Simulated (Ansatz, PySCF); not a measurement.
Reaction 1.5 R1 → P1, each structure at its B3LYP-D3(BJ)/def2-TZVP stationary point, reached from a drawn start (curvature not checked).
R1: O2 (SMILES O=O), charge 0, multiplicity 3.
P1, O3 (SMILES O=[O+][O-]) (charge 0, multiplicity 1):
```xyz
3

O      0.0000     0.0000    -0.4286
O      1.0762     0.0000     0.2143
O     -1.0762     0.0000     0.2143
```

P less R. No zero-point or thermal terms; singlets are restricted closed shells; open shells are unrestricted; no spin–orbit coupling.

Frozen-core correlation throughout. CBS(a, b) extrapolates the correlation energy as X⁻³ and adds the Hartree–Fock energy of set b.

Run with Ansatz (a first-principles code) with Gaussian orbitals; PySCF for the D3/D4 terms. Each number belongs to the level named beside it.

```
level                      reaction energy (kJ/mol)
-------------------------  ------------------------
HF/cc-pVQZ                                    438.0
SVWN5/def2-TZVPP                               86.1
revPBE/def2-TZVPP                             145.6
revPBE-D4/def2-TZVPP                          141.4
r2SCAN/def2-TZVPP                             180.2
r2SCAN-D4/def2-TZVPP                          179.9
B3LYP/def2-TZVPP                         (withheld)
B2PLYP/def2-TZVPP                        (withheld)
MP2/CBS(cc-pVTZ, cc-pVQZ)                (withheld)
```

Task: Complete the blanks.

Result: 
- B3LYP/def2-TZVPP, reaction energy (kJ/mol): 190.0
- B2PLYP/def2-TZVPP, reaction energy (kJ/mol): 166.4
- MP2/CBS(cc-pVTZ, cc-pVQZ), reaction energy (kJ/mol): 104.0
